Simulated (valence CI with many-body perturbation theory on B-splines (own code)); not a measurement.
E1 transitions of Tb LXI

Calculated by relativistic CI+MBPT: three valence electrons over a frozen Dirac-Fock core [He], radial functions for each j: 11 s, 11 p, 9 d, 7 f, 5 g, 2 h, 1 i, with the one-electron correlation potential Σ1 (screened to all orders), the two-electron term Σ2, the three-electron term Σ3, Breit, model QED; selected single and double excitations, second order for the rest (own B-spline code, finite nucleus).

The last digits are not significant, and no measured levels were compared; by estimate large intervals hold to a few tenths of a per cent, small ones and those within an open d or f shell to about a per cent.

Lines 151 to 200 of 280 in falling wavelength, among levels below 9537.2 eV, chosen from the strongest by gf and those to the six lowest levels. Wavelengths and rates use the calculated energies. Electric multipoles are in the length gauge, E1 and E2 with the static RPA response of the core. Weak lines are less certain than strong ones. Lines between different terms over intervals too small for the method are left out, as are lines whose strength nearly cancels. The highest levels of a list are the least certain.

Levels are named by their leading jj configuration (3d3/2^4 stands for four electrons in 3d with j = 3/2), which in mixed levels can hold well under half, so a name can repeat and another be missing. Letters in brackets count levels of one name in rising energy.

```tsv
λ vac (nm)	Upper	Lower	A (s⁻¹)	S (a.u.) with core polarisation	S without
0.1667	(2p1/2 2p3/2 3d5/2) J=7/2 [b]	(2p1/2 2p3/2^2) J=5/2	1.44e+15	2.63e-02	2.63e-02
0.1666	(2p1/2 2p3/2 3d5/2) J=3/2 [b]	(2p1/2 2p3/2^2) J=5/2	1.07e+14	9.80e-04	9.81e-04
0.1665	(2s 2p1/2 3d5/2) J=5/2 [a]	(2s 2p1/2 2p3/2) J=5/2	2.29e+13	3.13e-04	3.13e-04
0.1664	(2s 2p1/2 3d3/2) J=3/2 [b]	(2s 2p1/2 2p3/2) J=3/2 [a]	9.35e+13	8.50e-04	8.50e-04
0.1663	(2p1/2 2p3/2 3d5/2) J=5/2 [b]	(2p1/2 2p3/2^2) J=3/2	8.63e+14	1.18e-02	1.18e-02
0.1662	(2s 2p1/2 3d3/2) J=1/2	(2s 2p1/2 2p3/2) J=3/2 [a]	2.13e+13	9.67e-05	9.68e-05
0.1661	(2s 2p3/2 3d5/2) J=5/2 [b]	(2s 2p3/2^2) J=3/2	1.27e+15	1.72e-02	1.72e-02
0.1660	(2s 2p3/2 3d5/2) J=3/2 [b]	(2s 2p3/2^2) J=3/2	2.80e+14	2.53e-03	2.53e-03
0.1660	(2s 2p3/2 3d5/2) J=3/2 [b]	(2s 2p3/2^2) J=1/2	6.36e+14	5.74e-03	5.75e-03
0.1659	(2s 2p3/2 3d3/2) J=3/2 [b]	(2s 2p3/2^2) J=5/2	1.16e+14	1.04e-03	1.04e-03
0.1659	(2s 2p1/2 3d5/2) J=7/2	(2s 2p1/2 2p3/2) J=5/2	9.04e+14	1.63e-02	1.63e-02
0.1658	(2s 2p3/2 3d5/2) J=5/2 [a]	(2s 2p3/2^2) J=5/2	6.36e+14	8.59e-03	8.59e-03
0.1657	(2p1/2 2p3/2 3p3/2) J=5/2 [a]	(2s 2p3/2^2) J=3/2	6.58e+13	8.87e-04	8.88e-04
0.1656	(2s 2p1/2 3d5/2) J=5/2 [b]	(2s 2p1/2 2p3/2) J=5/2	1.08e+14	1.45e-03	1.45e-03
0.1656	(2s 2p3/2 3d5/2) J=7/2 [a]	(2s 2p3/2^2) J=5/2	1.30e+15	2.32e-02	2.33e-02
0.1656	(2s 2p1/2 3d5/2) J=3/2	(2s 2p1/2 2p3/2) J=5/2	5.73e+12	5.14e-05	5.14e-05
0.1656	(2s 2p1/2 3d5/2) J=5/2 [a]	(2s 2p1/2 2p3/2) J=3/2 [a]	8.24e+14	1.11e-02	1.11e-02
0.1656	(2s 2p3/2 3d3/2) J=5/2 [b]	(2s 2p3/2^2) J=5/2	1.01e+14	1.36e-03	1.36e-03
0.1654	(2s^2 3d5/2) J=5/2	(2s^2 2p3/2) J=3/2	9.28e+14	1.24e-02	1.24e-02
0.1648	(2s 2p1/2 3d5/2) J=5/2 [b]	(2s 2p1/2 2p3/2) J=3/2 [a]	7.36e+13	9.75e-04	9.76e-04
0.1648	(2s 2p1/2 3d5/2) J=3/2	(2s 2p1/2 2p3/2) J=3/2 [a]	3.88e+13	3.43e-04	3.43e-04
0.1645	(2p1/2^2 3p3/2) J=3/2	(2s 2p1/2 2p3/2) J=1/2	1.76e+13	1.54e-04	1.54e-04
0.1644	(2s 2p3/2 3d5/2) J=7/2 [b]	(2s 2p3/2^2) J=5/2	3.08e+14	5.40e-03	5.40e-03
0.1642	(2s 2p1/2 3p3/2) J=5/2	(2s^2 2p3/2) J=3/2	2.54e+13	3.33e-04	3.33e-04
0.1624	(2p1/2^2 3p3/2) J=3/2	(2s 2p1/2 2p3/2) J=3/2 [a]	7.28e+11	6.15e-06	6.16e-06
0.1590	(2s 2p3/2 3s) J=3/2 [a]	(2s 2p1/2 2p3/2) J=1/2	3.37e+12	2.67e-05	2.67e-05
0.1589	(2s 2p1/2 3s) J=1/2 [a]	(2s 2p1/2^2) J=1/2	1.96e+13	7.76e-05	7.74e-05
0.1584	(2s 2p1/2 3s) J=3/2	(2s 2p1/2^2) J=1/2	3.79e+13	2.97e-04	2.96e-04
0.1583	(2s 2p3/2 3s) J=5/2	(2s 2p1/2 2p3/2) J=5/2	2.70e+13	3.16e-04	3.16e-04
0.1579	(2s 2p1/2 3s) J=1/2 [b]	(2s 2p1/2^2) J=1/2	6.36e+12	2.47e-05	2.46e-05
0.1578	(2s 2p3/2 3s) J=3/2 [a]	(2s 2p1/2 2p3/2) J=5/2	2.23e+13	1.73e-04	1.72e-04
0.1578	(2s 2p3/2 3s) J=1/2	(2s 2p1/2 2p3/2) J=1/2	7.13e+12	2.77e-05	2.76e-05
0.1577	(2s 2p3/2 3s) J=3/2 [b]	(2s 2p1/2 2p3/2) J=1/2	1.15e+13	8.93e-05	8.89e-05
0.1575	(2s 2p3/2 3s) J=5/2	(2s 2p1/2 2p3/2) J=3/2 [a]	1.94e+13	2.25e-04	2.24e-04
0.1574	(2s^2 3s) J=1/2	(2s^2 2p1/2) J=1/2	3.85e+13	1.48e-04	1.48e-04
0.1570	(2s 2p3/2 3s) J=3/2 [a]	(2s 2p1/2 2p3/2) J=3/2 [a]	6.47e+12	4.95e-05	4.93e-05
0.1569	(2p1/2^2 3d5/2) J=5/2	(2s^2 2p3/2) J=3/2	5.35e+11	6.11e-06	6.12e-06
0.1565	(2s 2p3/2 3s) J=3/2 [b]	(2s 2p1/2 2p3/2) J=5/2	4.76e+11	3.60e-06	3.61e-06
0.1557	(2s 2p3/2 3s) J=3/2 [b]	(2s 2p1/2 2p3/2) J=3/2 [a]	5.62e+11	4.19e-06	4.18e-06
0.1555	(2s^2 3p3/2) J=3/2	(2s 2p1/2^2) J=1/2	6.22e+12	4.61e-05	4.61e-05
0.1537	(2p1/2 2p3/2 3p1/2) J=1/2	(2s 2p1/2 2p3/2) J=1/2	5.04e+13	1.81e-04	1.81e-04
0.1536	(2p1/2 2p3/2 3p1/2) J=3/2 [a]	(2s 2p1/2 2p3/2) J=1/2	1.49e+14	1.06e-03	1.06e-03
0.1534	(2p1/2 2p3/2 3p1/2) J=5/2	(2s 2p1/2 2p3/2) J=3/2 [b]	2.20e+14	2.35e-03	2.35e-03
0.1534	(2s 2p1/2 3p1/2) J=1/2 [a]	(2s^2 2p1/2) J=1/2	1.11e+14	3.94e-04	3.94e-04
0.1530	(2s 2p3/2 3p1/2) J=3/2 [a]	(2s^2 2p3/2) J=3/2	9.58e+13	6.77e-04	6.76e-04
0.1529	(2s 2p3/2 3p1/2) J=5/2	(2s^2 2p3/2) J=3/2	2.45e+14	2.59e-03	2.59e-03
0.1529	(2s 2p1/2 3p1/2) J=3/2	(2s^2 2p1/2) J=1/2	3.03e+14	2.14e-03	2.13e-03
0.1527	(2p1/2 2p3/2 3p1/2) J=3/2 [b]	(2s 2p1/2 2p3/2) J=3/2 [b]	1.01e+14	7.09e-04	7.08e-04
0.1527	(2p1/2 2p3/2 3p1/2) J=3/2 [b]	(2s 2p1/2 2p3/2) J=1/2	3.47e+13	2.44e-04	2.43e-04
0.1526	(2p1/2^2 3p1/2) J=1/2	(2s 2p1/2^2) J=1/2	6.98e+14	2.45e-03	2.45e-03
```
